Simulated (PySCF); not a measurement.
**Chlorine: a sound run and one with changed settings**

Sound run: Cl⁺ [Ne] 3s2 3p4, Cl²⁺ [Ne] 3s2 3p3. Calculation: PySCF 2.14, in jorge-DZP-DKH (7s4p1d, 24 functions); scalar relativity by spin-free X2C-1e. The sound run starts from symmetry-adapted Hartree-Fock orbitals and uses a fine grid where one is needed.

A second run was set up differently.

```tsv
species	method	sound run (hartree)	changed run (hartree)	converged
Cl⁺	UHF	-460.45108	-460.45108	yes
Cl⁺	LDA	-459.56812	-459.56823	yes
Cl⁺	r2SCAN	-461.05366	-461.05542	yes
Cl²⁺	UHF	-459.62412	-459.62412	yes
Cl²⁺	LDA	-458.68865	-458.68865	yes
Cl²⁺	r2SCAN	-460.18098	-460.18098	yes
```

Ionisation energy of Cl⁺:

| method | sound run (eV) | changed run (eV) |
| --- | --- | --- |
| UHF | 22.503 | 22.503 |
| LDA | 23.932 | 23.935 |
| r2SCAN | 23.747 | 23.795 |

Task: What was changed?
A. too few SCF iterations
B. a valence shell is frozen
C. all electrons correlated in a valence basis
D. angular grid far too coarse

Result: D. It used 26 angular points. A coarse angular grid integrates products of high-l functions wrongly, so density functionals can shift, and the SCF can exploit the error; Hartree-Fock and MP2 need no grid.
